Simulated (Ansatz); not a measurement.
Consider the isomerisation: `CC[SiH2]CO` → `CCO[SiH2]C`.

Program: Ansatz. Geometries: PBE0-D4/def2-TZVP. ΔE: electronic, gas phase. CCSD(T)/CBS adds triple-zeta CCSD(T) − MP2 to the extrapolated MP2 energy (def2 sets, frozen cores). Functionals use def2-TZVPP. One conformer a species, not always the lowest.

```csv
species,r2SCAN energy (Eh)
`CC[SiH2]CO`,-484.99149
`CCO[SiH2]C`,-485.04511
```

(1) Work out ΔE.

Largest T1 diagnostic among the species: 0.010.

## Answers

(1) ΔE = (-485.04511) − (-484.99149) = -0.05362 Eh = -140.8 kJ/mol. CCSD(T)/CBS gives -139.2 kJ/mol.

In def2-TZVPP, CCSD(T) changes the Hartree–Fock value by +23.6 kJ/mol (the triples alone add +3.0 kJ/mol) and MP2 by +20.3 kJ/mol. Leaving LDA and LC-ωPBE aside and taking each functional with its dispersion term where it has one, the values, not all of them listed here, spread over 26.0 kJ/mol, from BHLYP-D4 to revPBE-D4. At CCSD(T), def2-SVP lies +5.4 kJ/mol from the extrapolated value and def2-TZVPP −0.1 kJ/mol.
